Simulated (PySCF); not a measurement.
# Dipole response of Mo (molybdenum, neutral)

[Kr] 4d5 5s1, high-spin 7S determinant. All numbers are calculated (PySCF 2.14, a scalar-relativistic core potential, in aug-cc-pVTZ-PP with ECP28MDF). Coupled (time-dependent) response in atomic units; α is the mean over directions.

```json
{"method": "BHandHLYP", "mean α (bohr³)": "83.74", "C₆ (like pair)": "877.3", "S(−4)": "4355"}
```

S(−4) is the Cauchy moment in α(ω) = α(0) + S(−4) ω² + …

Reference α: 87 ± 6 bohr³ (recommended; Schwerdtfeger and Nagle, table of static dipole polarizabilities (2023 update)). Published C₆: 1030 (Gould and Bucko (2016)).

α(iu) at BHandHLYP:

| u (hartree) | α(iu) (bohr³) |
| --- | --- |
| 0 | 83.74 |
| 0.0500 | 74.35 |
| 0.100 | 56.98 |
| 0.200 | 32.99 |
| 0.300 | 21.95 |
| 0.500 | 12.73 |
| 0.750 | 8.032 |
| 1.00 | 5.672 |
| 1.50 | 3.336 |
| 2.00 | 2.204 |
| 3.00 | 1.158 |
| 5.00 | 0.4711 |

A single London oscillator, α(iu) = α/(1 + u²/ω²), gives C₆ = (3/4) ω α². Matching the computed C₆ needs ω = 4 × 877.3 / (3 × 83.74²) = 0.167 hartree.

Energies and moments cover only the electrons outside the core potential.
